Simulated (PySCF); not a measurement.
## Si2H4O2

Si2H4O2 is a silylene (divalent Si1, bonded to 2 O), neutral, singlet. The structure, one conformer, was relaxed in the gas phase by PBE0-D3(BJ)/def2-SVP. No frequency run checks that it is a minimum.

SMILES: O[Si]O[SiH3]

```
atom   x (Å)   y (Å)   z (Å)
 Si1   1.507   0.632  -1.428
  O2  -0.033   0.234  -0.911
 Si3  -1.264  -0.261   0.086
  O4   2.423   0.428  -0.052
  H5  -0.733  -0.560   1.455
  H6  -2.285   0.819   0.191
  H7  -1.888  -1.496  -0.468
  H8   2.010   0.141   0.772
```

Shieldings: GIAO PBE0/pcSseg-2. Shifts are against computed references at the same level: H TMS (σ 31.24 ppm), Si TMS (σ 341.3 ppm). Core levels by delta-SCF with SCAN, pcX-2 on the ionised atom and pcseg-1 elsewhere, spin-free X2C (2p3/2 is the spin-free 2p value less a third of a first-order spin-orbit splitting); from the vacuum level, for chosen atoms.

Question: Give the shieldings and core levels atom by atom.

Answer: 
```csv
atoms,bonded to,σ (ppm),δ (ppm),core level (eV)
Si1,2 O,301.7,39.5,2p3/2 108.04
O2,2 Si,176.4,-,1s 538.03
Si3,1 O + 3 H,398.3,-57.0,2p3/2 107.75
O4,1 Si + 1 H,144.1,-,1s 538.63
H5 H6 H7,1 Si,26.15,5.09,-
H8,1 O,26.56,4.68,-
```

Values are those of this one static structure, with the three H of a rotating XH3 group averaged; atoms that internal rotation interchanges would show their mean in an NMR spectrum.

Question: Which of Si1, Si3 holds its core electrons tightest, and by how much against the loosest?

Answer: Si1 (bonded to 2 O), by 0.30 eV over Si3 (bonded to 1 O + 3 H).

Question: By CAM-B3LYP/def2-SVPD (TDDFT singlets, Tamm-Dancoff triplets, ionisation by delta-SCF), where does absorption start, and what does vertical ionisation take?

Answer: The lowest singlet lies at 5.37 eV (f 0.126), the strongest of the first 6 at 7.40 eV (f 0.280), the lowest triplet at 3.17 eV; vertical ionisation takes 9.79 eV.

The 3 runs behind this took 85 s in all, one thread each of Arm Neoverse N1 on a shared host, launched as `OMP_NUM_THREADS=1 python cluster_run.py task.json out`.
